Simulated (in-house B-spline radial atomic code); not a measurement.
Rb21+: [Ne] 3s2 (3p1/2)2 (3p3/2)2

All numbers are computed (Dirac-Hartree-Fock, average of the jj configuration; Fermi nucleus of rms radius 4.2036 fm) with an all-electron radial atomic-structure program (B-spline basis), not measured.

Z_r = [3n² - l(l+1)]/(2<r>); Z_e = n√(-2ε); the last column is Slater's effective charge. Values are occupation-weighted means over j. An effective charge above Z reflects the relativistic contraction of the inner shells.

```tsv
shell	electrons	ε (eV)	<r> (bohr)	Z_r	Z_e	Slater
1s	2	-16180	0.04028	37.24	34.49	36.70
2s	2	-2970.7	0.175	34.28	29.55	32.85
2p	6	-2729.8	0.153	32.68	28.33	32.85
3s	2	-1041.3	0.4472	30.19	26.25	26.45
3p	4	-966.28	0.4375	28.57	25.28	26.45
```

The least bound orbital is 3p3/2 at -960.5 eV, while the most diffuse is 3s1/2 (<r> = 0.4472 bohr against 0.4405 bohr): energy order and size order differ.

For the 1s electron the small component carries 1.81 % of the norm, the zero-frequency Breit interaction raises the level by 25.94 eV, self-energy by 13.74 eV, and vacuum polarisation lowers it by 1.455 eV.
